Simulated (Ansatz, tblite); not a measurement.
Removing and adding an electron: SiH3(NHEt) (C₂H₉NSi). Charge 0, multiplicity 1. Geometry: PBE-D4/def2-SVP. Ansatz, gas phase; energy differences of separate SCF runs; the oxidised species was run as a doublet alone; the reduced species was run as a doublet alone.

Cartesian coordinates in Å:
```
Si -0.337 -1.721 -0.857
H -1.213 -2.152 -2.002
H 1.103 -1.864 -1.308
H -0.507 -2.641 0.324
N -0.864 -0.124 -0.391
C -0.357 0.601 0.768
C 0.923 1.408 0.519
H -1.188 0.490 -1.144
H -1.151 1.279 1.156
H -0.177 -0.138 1.580
H 1.753 0.751 0.186
H 1.251 1.938 1.437
H 0.763 2.172 -0.271
```

The xTB rows come from tblite.

```tsv
level	−HOMO (eV)	vertical IE (eV)	−LUMO (eV)	vertical EA (eV)	HOMO–LUMO gap (eV)	IE − EA (eV)	remarks
PBE-D4/def2-TZVP	5.43	8.67	0.39	–	5.04	–	–
PBE-D4/def2-TZVPD	5.48	–	0.65	-0.97	4.83	–	HOMO above zero (-1 doublet)
r2SCAN-D4/def2-TZVP	5.70	8.67	-0.08	–	5.78	–	–
PBE0-D4/def2-TZVPD	6.80	–	-0.09	-1.15	6.89	–	HOMO above zero (-1 doublet)
```

Estimate the rows for GFN1-xTB, GFN2-xTB, r2SCAN-D4/def2-TZVPD, PBE0-D4/def2-TZVP.


| level | −HOMO (eV) | vertical IE (eV) | −LUMO (eV) | vertical EA (eV) | HOMO–LUMO gap (eV) | IE − EA (eV) | remarks |
| --- | --- | --- | --- | --- | --- | --- | --- |
| GFN1-xTB | 11.10 | 14.37 | 5.05 | – | 6.05 | – | – |
| GFN2-xTB | 9.95 | 13.27 | 4.55 | 1.11 | 5.41 | 12.16 | – |
| r2SCAN-D4/def2-TZVPD | 5.72 | – | 0.10 | -1.17 | 5.62 | – | HOMO above zero (-1 doublet) |
| PBE0-D4/def2-TZVP | 6.77 | 8.81 | -0.45 | – | 7.23 | – | – |

   A HOMO above zero means that the electron is unbound at that level or that self-interaction error raises the level; the energy of removing that electron tells which. Raw xTB energy differences between charge states are shifted by several eV; the methods need an empirical correction for them. A negative affinity means that the extra electron isn't bound; its size then hangs on the basis.
